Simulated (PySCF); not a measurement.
W(O)4, SMILES [O]=[W-2](=[O])(=[O])=[O] (charge -2) at its B3LYP/def2-SVP optimised geometry (Å):

```
5

W     -0.6013    -0.8500     0.0000
O     -1.2010    -1.7002     1.4722
O     -1.2036    -1.7003    -1.4712
O      1.2015    -0.8500     0.0000
O     -1.2015     0.8500     0.0000
```

Calculation: B3LYP/def2-TZVPD, def2 effective core potentials past Kr run with PySCF. The core electrons that the potentials of W replace are not part of the density. Cells within 0.4 Å of a nucleus heavier than hydrogen are left out (blank, or x).

Map of the electrostatic potential (hartree/e), clipped to [-0.40, -0.22] on the plane z = 1.5 Å:

```
|99999999999999999999999999999|
|99999888888888889999999999999|
|99998877777777888899999999999|
|99887776666667777888999999999|
|98877666555556667788899999999|
|88776555444455566777888999999|
|87765544333344556667788899999|
|87655433222233445566777889999|
|76654332211223344556667788999|
|76544321111122344455566778899|
|66543221111122334444556677899|
|65543211111223334444455667889|
|65443211112334444333344566788|
|65433221223455544333334456778|
|65432222234566654322223455678|
|65432212245788754321122345678|
|54432111246788764211112345678|
|54321102467888754211112345678|
|54321015999987653211112345678|
|54310039999996433211112345678|
|54210069xxx995322111122345678|
|54210079xxx994222112223456678|
|543100499xx992111222234456778|
|54320019999941012223344566788|
|65321001476300112333445667889|
|65432100000000123344556677899|
|76543210000011233455566778899|
|76654322111122344556677788999|
|87665443323334455666778889999|
```
Scale: ten equal steps from -0.401 (start of '0') to -0.219 (end of '9'), in the order '0123456789'; x runs from -3.50 to 3.50, y from -3.50 (bottom) to 3.50 (top).
